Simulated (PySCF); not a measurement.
Assignment exercise: C8H12

Geometry:
| atom | x (Å) | y (Å) | z (Å) |
| --- | --- | --- | --- |
| C1 | -1.009 | -1.278 | -0.577 |
| C2 | -0.282 | -0.720 | -1.553 |
| C3 | 0.620 | 0.390 | -1.089 |
| C4 | -0.257 | 1.471 | -0.424 |
| C5 | -1.095 | 0.830 | 0.701 |
| C6 | -0.775 | -0.677 | 0.782 |
| C7 | 0.725 | -0.820 | 1.116 |
| C8 | 1.563 | -0.179 | -0.009 |
| H9 | -1.716 | -2.096 | -0.736 |
| H10 | -0.327 | -1.033 | -2.600 |
| H11 | 1.202 | 0.824 | -1.916 |
| H12 | -0.905 | 1.936 | -1.182 |
| H13 | 0.392 | 2.270 | -0.029 |
| H14 | -0.876 | 1.298 | 1.675 |
| H15 | -2.171 | 0.968 | 0.518 |
| H16 | -1.388 | -1.159 | 1.558 |
| H17 | 0.926 | -0.337 | 2.086 |
| H18 | 0.975 | -1.885 | 1.235 |
| H19 | 2.241 | -0.917 | -0.464 |
| H20 | 2.196 | 0.634 | 0.383 |

One computed conformer, relativity neglected, one averaged value for each set of equivalent atoms, no solvent. PBE/pcSseg-1 with gauge-including orbitals; PBE0-D3(BJ)/def2-SVP structure; PySCF 2.14.0 with density-fitted response routines.

Scale: ¹³C (σref 180.03) and ¹H (σref 31.20) vs TMS (reference shieldings calculated alike).

(1) Assign these signals to the numbered atoms. ¹³C{¹H} NMR (computed): δ 142.3, 35.3, 29.9.

(2) Assign these signals to the numbered atoms. ¹H NMR (300 MHz, computed): δ 6.53 (m, 2H), 2.39 (m, 2H), 1.47 (m, 4H), 1.21 (m, 4H).

Answers

(1) 
142.3 → C1/C2, alkene CH: the olefinic region
35.3 → C3/C6, allylic sp3 CH: aliphatic region, no heteroatom directly attached
29.9 → C4/C5/C7/C8, sp3 CH2 in a ring: saturated and bonded to C and H only

(2) 
6.53 → H9/H10, hydrogen on an alkene CH: olefinic region
2.39 → H11/H16, hydrogen on an allylic sp3 CH: allylic position
1.47 → H13/H14/H17/H20, hydrogen on an sp3 CH2 in a ring
1.21 → H12/H15/H18/H19, hydrogen on an sp3 CH2 in a ring

Shifts are as computed. Against solution values, carbons near 30 ppm lie about +2 ppm off and those near 130 ppm about +2 ppm. Of 1211 compounds with measured shifts, 218 miss one by over three times the rms of a fit or turn the order of signals round; such compounds aren't used in these exercises. Multiplicities follow the n + 1 count of equivalent neighbours, as no J values were calculated; m marks all less simple cases, F and P coupling included.
